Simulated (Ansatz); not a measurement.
**Energy profile**

The step: SnH₂ + CH₄ → CH₄Sn ([CH2][SnH2]) + H₂; bonds formed: Sn1–C3, H2–H4; bonds broken: H2–C3, C3–H4 (atoms numbered as in the saddle structure below).

```csv
atom,x (Å),y (Å),z (Å)
Sn1,-0.5897,1.4879,0.3568
H2,0.0226,-1.2584,-0.0937
C3,0.6707,-0.1425,-0.3024
H4,0.5587,-1.9093,-0.3713
H5,-2.0938,1.1983,-0.4725
H6,-1.0221,1.0345,1.9820
H7,1.5866,-0.2601,0.2745
H8,0.8668,-0.1503,-1.3734
```

Electronic energies by CCSD(T) at an estimated basis limit (MP2 extrapolated from triple and quadruple zeta, plus CCSD(T) − MP2 in triple zeta), on PBE0-D4/def2-TZVP structures; CH$_{6}$Sn, closed shell; no counterpoise correction. Computed with Ansatz 0.2.0 (basis: def2-TZVPP and def2-QZVPP); correlated methods freeze the cores. Filled d shells of the heavier atoms are correlated. Core potentials replace the inner electrons of the atoms past krypton. The def2 sets are not built for correlating such inner shells, so the correlated values are less sure here. Extrapolation: Hartree–Fock as exp(−7.88 √X), correlation as X^−2.97.

Q: Give the profile in kJ/mol, counted from the separated reactants. (To be estimated.)

A: Computed:
```json
{"point": "separated: SnH$_{2}$ (Sn1, H5, H6; singlet) + CH$_{4}$ (H2, C3, H4, H7, H8; singlet)", "kJ/mol": "0.0"}
{"point": "start structure", "kJ/mol": "-15.5"}
{"point": "saddle", "kJ/mol": "294.3"}
{"point": "end structure", "kJ/mol": "173.7"}
{"point": "separated: CH$_{4}$Sn (linked as [CH2][SnH2]; Sn1, C3, H5, H6, H7, H8; singlet) + H$_{2}$ (H2, H4; singlet)", "kJ/mol": "175.7"}
```

T1 diagnostic: at most 0.029. The T1 diagnostic is large here, which may signal multireference character or strong orbital relaxation, so CCSD(T) is less sure. The restricted Hartree–Fock reference is unstable towards an unrestricted one at one or more of these structures. The start structure is not quite a true minimum (one mode of 87i cm⁻¹).

For scale, one of the runs: CCSD(T)/def2-TZVPP, 165 basis functions (an equivalent command: `ansatz run in.yaml --threads 2`). Hardware: 2 CPU threads, shared host. Wall time 37 s; peak host memory 1.5 GiB.
